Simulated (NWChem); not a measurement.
System: CH₆InNO; SMILES [OH][In]([CH3])[NH2]

Input file for NWChem:

```
start job
memory heap 200 mb stack 900 mb global 1100 mb
geometry units angstroms noautosym nocenter noautoz
  In    -0.060380    -0.035398    -0.025628
  C      0.533341    -2.100635     0.026526
  H      0.192102    -2.606534    -0.887882
  H      0.080894    -2.597982     0.896109
  H      1.626862    -2.179155     0.094473
  O     -1.974112     0.577872     0.041769
  H     -2.605509    -0.146244     0.101597
  N      1.106388     1.615848     0.014011
  H      0.672906     2.503417    -0.221391
  H      2.056042     1.590028    -0.341685
end
basis spherical
  * library def2-svpd
end
ecp
  In library def2-ecp
end
dft
  xc pbe0
  iterations 150
end
property
  response 1 0.0
end
task dft property
```

Structure relaxed at the PBE0/def2-SVP level. No frequency run checked for a minimum. def2 effective core potentials on In; no spin-orbit coupling.

Static field.

### Question
Give the results of this calculation. (PBE0/def2-SVPD with def2 effective core potentials on In.) Quantities: isotropic polarisability (bohr³); anisotropy (bohr³).

### Answer
| Item | Value |
|---|---|
| isotropic polarisability (bohr³) | 62.5 |
| anisotropy (bohr³) | 21.8 |
